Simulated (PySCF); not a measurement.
Compound: BiH2(vinyl), C2H5Bi.
Cartesian coordinates in Å at the PBE0-D3(BJ)/def2-SVP level; atoms count from 1:
```xyz
8
C2H5Bi angstrom
Bi     0.739    1.393    0.855
H      2.217    1.408   -0.174
H      0.016    2.668   -0.190
C     -0.202   -0.271   -0.337
C     -0.695   -1.358    0.255
H     -0.249   -0.167   -1.427
H     -0.672   -1.502    1.342
H     -1.152   -2.170   -0.324
```

Level of theory: PySCF 2.14.0, PBE0-D3(BJ)/def2-SVP geometry optimisation, gas phase, def2 core potentials past Kr.

Question: Which atoms are bound to Bi1, and at what distances?

Answer: 3 atoms: H3 1.800 Å, H2 1.801 Å, C4 2.253 Å. The nearest atom not counted as bound is H6, at 2.94 Å.

Question: List the angles at Bi1.

Answer: 
```tsv
angle	degrees	distance of the outer atoms (Å)
H3–Bi1–C4	92.7	2.95
H2–Bi1–C4	92.7	2.95
H2–Bi1–H3	89.5	2.54
```

Question: What is the shape at Bi1?

Answer: Pyramidal: angles 92.7°, 92.7° and 89.5°, sum 274.9°, 1.08 Å off the plane of its three neighbours.

Question: What are the other bond lengths?

Answer: C4–C5 1.333 Å; C4–H6 1.096 Å; C5–H7 1.097 Å; C5–H8 1.097 Å.

Question: Give some angles away from the centre.

Answer: Bi1–C4–C5 121.5°.

Question: What are the rotational constants (commonest isotopes, rigid rotor)?

Answer: A = 31111, B = 2672, C = 2541 MHz: a near-prolate asymmetric top.

Point group: near Cs, missed by 0.18 Å at most; the miss may be what the optimiser left on a soft mode. Charge 0, singlet. Whether it is a minimum is left open (no frequencies).

One conformer stands for the species.
